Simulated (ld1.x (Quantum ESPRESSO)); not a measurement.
## Reading a pseudo-wave (phosphorus (P))

Columns: radius, all-electron u(r) and pseudo u(r) of the 3p shell (level -5.52 eV) of phosphorus in the configuration [Ne] 3s2 3p3; PBE, non-relativistic, TM scheme, ld1.x (Quantum ESPRESSO) 7.5.

```json
{"r (bohr)": "0.080", "all-electron": "0.0959", "pseudo": "-0.0056"}
{"r (bohr)": "0.160", "all-electron": "0.2200", "pseudo": "-0.0219"}
{"r (bohr)": "0.240", "all-electron": "0.2870", "pseudo": "-0.0474"}
{"r (bohr)": "0.320", "all-electron": "0.2926", "pseudo": "-0.0795"}
{"r (bohr)": "0.400", "all-electron": "0.2518", "pseudo": "-0.1156"}
{"r (bohr)": "0.480", "all-electron": "0.1815", "pseudo": "-0.1531"}
{"r (bohr)": "0.560", "all-electron": "0.0948", "pseudo": "-0.1900"}
{"r (bohr)": "0.640", "all-electron": "0.0014", "pseudo": "-0.2256"}
{"r (bohr)": "0.720", "all-electron": "-0.0923", "pseudo": "-0.2606"}
{"r (bohr)": "0.800", "all-electron": "-0.1821", "pseudo": "-0.2964"}
{"r (bohr)": "0.880", "all-electron": "-0.2654", "pseudo": "-0.3346"}
{"r (bohr)": "0.960", "all-electron": "-0.3410", "pseudo": "-0.3768"}
{"r (bohr)": "1.040", "all-electron": "-0.4082", "pseudo": "-0.4229"}
{"r (bohr)": "1.120", "all-electron": "-0.4671", "pseudo": "-0.4713"}
{"r (bohr)": "1.200", "all-electron": "-0.5180", "pseudo": "-0.5186"}
{"r (bohr)": "1.280", "all-electron": "-0.5610", "pseudo": "-0.5610"}
{"r (bohr)": "1.360", "all-electron": "-0.5965", "pseudo": "-0.5965"}
{"r (bohr)": "1.440", "all-electron": "-0.6248", "pseudo": "-0.6248"}
{"r (bohr)": "1.520", "all-electron": "-0.6467", "pseudo": "-0.6467"}
{"r (bohr)": "1.600", "all-electron": "-0.6625", "pseudo": "-0.6625"}
{"r (bohr)": "1.680", "all-electron": "-0.6731", "pseudo": "-0.6731"}
{"r (bohr)": "1.760", "all-electron": "-0.6790", "pseudo": "-0.6790"}
{"r (bohr)": "1.840", "all-electron": "-0.6806", "pseudo": "-0.6806"}
{"r (bohr)": "1.920", "all-electron": "-0.6787", "pseudo": "-0.6787"}
{"r (bohr)": "2.000", "all-electron": "-0.6737", "pseudo": "-0.6737"}
{"r (bohr)": "2.080", "all-electron": "-0.6660", "pseudo": "-0.6660"}
```

(1) How many radial nodes do the two functions have?

(2) At about which radius was the pseudo-wave matched?

(3) Where does each function peak?

(4) Is the pseudo-wave norm-conserving?

Results:

(1) The all-electron 3p function has n − l − 1 = 1; the pseudo-wave has 0, since the states of the same l below it are removed with the core.

(2) 1.35 bohr, where the columns begin to agree (steps of 0.08 bohr).

(3) Outermost all-electron maximum near 1.84 bohr, pseudo maximum near 1.84 bohr (to the table’s step).

(4) Yes: the TM scheme keeps the norm inside the radius equal to the all-electron one, which fixes the energy derivative of the logarithmic derivative at the level.
